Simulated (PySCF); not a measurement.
BiI₂ (SMILES [I][Bi+][I]), charge +1, singlet, geometry from GFN2-xTB (such geometries of metal compounds can be far from the true shape) (core potentials on Bi, I); DF-PBE/def2-SVPD (PySCF).

The PySCF input:
```python
from pyscf import gto, scf, dft

mol = gto.Mole()
mol.atom = '''
    Bi    0.867673    0.431136    0.277186
    I    -1.008840    1.166166   -1.524757
    I    -0.349968   -1.841342    1.090673
'''
mol.basis = 'def2-svpd'
mol.ecp = {'Bi': 'def2-svpd', 'I': 'def2-svpd'}
mol.charge = 1
mol.spin = 0
mol.verbose = 4
mol.build()

mf = dft.RKS(mol)
mf.xc = 'pbe'
mf = mf.density_fit(auxbasis='def2-universal-jkfit')
mf.kernel()
```

Output, abridged:

```
PySCF version 2.14.0

[INPUT] verbose = 4
[INPUT] num. atoms = 3
[INPUT] num. electrons = 72
[INPUT] charge = 1
[INPUT] spin (= nelec alpha-beta = 2S) = 0
[INPUT] symmetry False subgroup None
[INPUT] Mole.unit = angstrom
[INPUT] Symbol           X                Y                Z      unit          X                Y                Z       unit  Magmom
[INPUT]  1 Bi     0.867673000000   0.431136000000   0.277186000000 AA    1.639664335680   0.814728962440   0.523805625564 Bohr   0.0
[INPUT]  2 I     -1.008840000000   1.166166000000  -1.524757000000 AA   -1.906431303506   2.203734355780  -2.881373136513 Bohr   0.0
[INPUT]  3 I     -0.349968000000  -1.841342000000   1.090673000000 AA   -0.661343672362  -3.479632081659   2.061073261458 Bohr   0.0

nuclear repulsion = 306.973877807557
number of shells = 38
number of NR pGTOs = 207
number of NR cGTOs = 102
basis = def2-svpd
ecp = {'Bi': 'def2-svpd', 'I': 'def2-svpd'}

******** <class 'pyscf.df.df_jk.DFRKS'> ********
method = DFRKS
initial guess = minao
damping factor = 0
level_shift factor = 0
DIIS = <class 'pyscf.scf.diis.CDIIS'>
diis_start_cycle = 1
diis_space = 8
diis_damp = 0
SCF conv_tol = 1e-09
SCF conv_tol_grad = None
SCF max_cycles = 50
direct_scf = False
XC library pyscf.dft.libxc version 7.1.2
    S. Lehtola, C. Steigemann, M. J. T. Oliveira, and M. A. L. Marques,  SoftwareX 7, 1–5 (2018)
XC functionals = pbe
    J. P. Perdew, K. Burke, and M. Ernzerhof,  Phys. Rev. Lett. 77, 3865 (1996)
    J. P. Perdew, K. Burke, and M. Ernzerhof,  Phys. Rev. Lett. 78, 1396 (1997)
    J. P. Perdew, K. Burke, and M. Ernzerhof,  Phys. Rev. Lett. 77, 3865 (1996)
    J. P. Perdew, K. Burke, and M. Ernzerhof,  Phys. Rev. Lett. 78, 1396 (1997)
radial grids:
    Treutler-Ahlrichs [JCP 102, 346 (1995); DOI:10.1063/1.469408] (M4) radial grids

becke partition: Becke, JCP 88, 2547 (1988); DOI:10.1063/1.454033
pruning grids: <function nwchem_prune>
grids dens level: 3
symmetrized grids: False
atomic radii adjust function: <function treutler_atomic_radii_adjust>
small_rho_cutoff = 0
Set gradient conv threshold to 3.16228e-05
Initial guess from minao.
tot grids = 67360
init E= -720.165027612325
  HOMO = -1.71438826117413  LUMO = -1.47699312596116  gap/eV = 6.45985
cycle= 1 E= -806.24978924659  delta_E= -86.1  |g|= 4.75  |ddm|= 19.5
  HOMO = -0.135925185923164  LUMO = -0.124544204008941  gap/eV = 0.30969
cycle= 2 E= -801.068509704265  delta_E= 5.18  |g|= 5.01  |ddm|= 23.5
  HOMO = -0.489776047024743  LUMO = -0.304963610841351  gap/eV = 5.02900
cycle= 3 E= -808.197443678122  delta_E= -7.13  |g|= 1.85  |ddm|= 19.8
  HOMO = -0.422727755203687  LUMO = -0.413381047155602  gap/eV = 0.25434
cycle= 4 E= -808.859205507758  delta_E= -0.662  |g|= 1.54  |ddm|= 5.48
  HOMO = -0.396935699938451  LUMO = -0.317564874199112  gap/eV = 2.15979
cycle= 5 E= -809.769836818239  delta_E= -0.911  |g|= 0.422  |ddm|=    3
  HOMO = -0.410618480030473  LUMO = -0.370089319573401  gap/eV = 1.10285
cycle= 6 E= -809.81930101629  delta_E= -0.0495  |g|= 0.274  |ddm|= 1.13
  HOMO = -0.413609297116398  LUMO = -0.365350069049484  gap/eV = 1.31320
cycle= 7 E= -809.849412556392  delta_E= -0.0301  |g|= 0.054  |ddm|= 0.378
  HOMO = -0.414283350065693  LUMO = -0.363606828172089  gap/eV = 1.37898
cycle= 8 E= -809.85067041561  delta_E= -0.00126  |g|= 0.0118  |ddm|= 0.0743
  HOMO = -0.413828076799297  LUMO = -0.362767022529337  gap/eV = 1.38944
cycle= 9 E= -809.850716377617  delta_E= -4.6e-05  |g|= 0.00438  |ddm|= 0.0191
  HOMO = -0.413916069760085  LUMO = -0.36273878184427  gap/eV = 1.39260
cycle= 10 E= -809.850712523847  delta_E= 3.85e-06  |g|= 0.00491  |ddm|= 0.0153
  HOMO = -0.413971065461936  LUMO = -0.362714682914286  gap/eV = 1.39476
cycle= 11 E= -809.850725393764  delta_E= -1.29e-05  |g|= 0.000206  |ddm|= 0.0103
  HOMO = -0.413981321768661  LUMO = -0.36270338051712  gap/eV = 1.39534
cycle= 12 E= -809.850725407185  delta_E= -1.34e-08  |g|= 0.00011  |ddm|= 0.00059
  HOMO = -0.413972189195666  LUMO = -0.362702598454073  gap/eV = 1.39512
cycle= 13 E= -809.850725411898  delta_E= -4.71e-09  |g|= 6.84e-06  |ddm|= 0.000206
  HOMO = -0.413972537992863  LUMO = -0.36270226963313  gap/eV = 1.39514
cycle= 14 E= -809.850725411914  delta_E= -1.68e-11  |g|= 3.43e-06  |ddm|= 1.86e-05
  HOMO = -0.413971919533865  LUMO = -0.362702833662987  gap/eV = 1.39510
Extra cycle  E= -809.850725411842  delta_E= 7.25e-11  |g|= 1.3e-05  |ddm|= 2.72e-05
converged SCF energy = -809.850725411842
```
